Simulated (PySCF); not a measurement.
# UHF on Pb (lead, neutral)

Configuration: [Xe] 4f14 5d10 6s1 6p2 7s1, high-spin 5P determinant (an excited configuration). All numbers are calculated (PySCF 2.14, scalar relativity through the core potential, in aug-cc-pVQZ-PP with one added diffuse shell each of s, p, d, f, g type with ECP60MDF (8s8p6d4f3g, 117 functions)).

- Total energy: -191.484507 hartree
- One-electron energy: -331.7057 hartree
- Hartree (Coulomb) energy: 155.1923 hartree
- Exchange energy: -14.9712 hartree
- ⟨S²⟩: 6.0062
- ⟨L²⟩: 2.035
- Sum of ⟨r⟩: 36.13 bohr
- Sum of ⟨r²⟩: 109.5 bohr²
- Traceless quadrupole moment −½Σ⟨3z² − r²⟩ along its main axis: 1.60 e·bohr²

```csv
shell,electrons,mean orbital energy (eV),spread (eV),"rms radius, mean of both spins (bohr)"
5s α,1,-173.28,0,0.925
5s β,1,-172.68,0,0.925
5p α,3,-110.16,0.176,1.05
5p β,3,-109.86,0.503,1.05
5d α,5,-34.532,0.365,1.39
5d β,5,-33.828,0.676,1.39
6s α,1,-22.205,0,2.45
6p α,2,-10.927,0,3.19
7s α,1,-3.060,0,7.46
```

Energies and moments cover only the electrons outside the core potential. Spin-orbit coupling is strong in this species (close to jj coupling), so the high-spin LS determinant is a model state, not a physical level. The outer electron is Rydberg-like, and this basis confines it to a smaller radius and binds it less than a complete one would.
